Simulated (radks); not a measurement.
Q: Calculated with a radial shooting solver on a logarithmic mesh with Libxc functionals: non-relativistic Kohn-Sham, LDA (Slater exchange, Perdew-Wang correlation), spin-polarised, spherical densities, point nucleus; open shells are filled with parallel spins first (spin-orbit coupling, left out, can overturn this in heavy ions). Response by self-consistent Sternheimer equations with the Hartree and adiabatic LDA kernel. For heavy and open-shell atoms this level of theory can miss by tens of per cent. Rank Au+, Au6+, Au2+, Au, Au4+, Au5+, Au3+ (NIST ground configurations) by static dipole polarisability, largest first.

A: Au 54.20, Au+ 12.60, Au2+ 7.929, Au3+ 5.516, Au4+ 4.070, Au5+ 3.126, Au6+ 2.472 bohr^3.
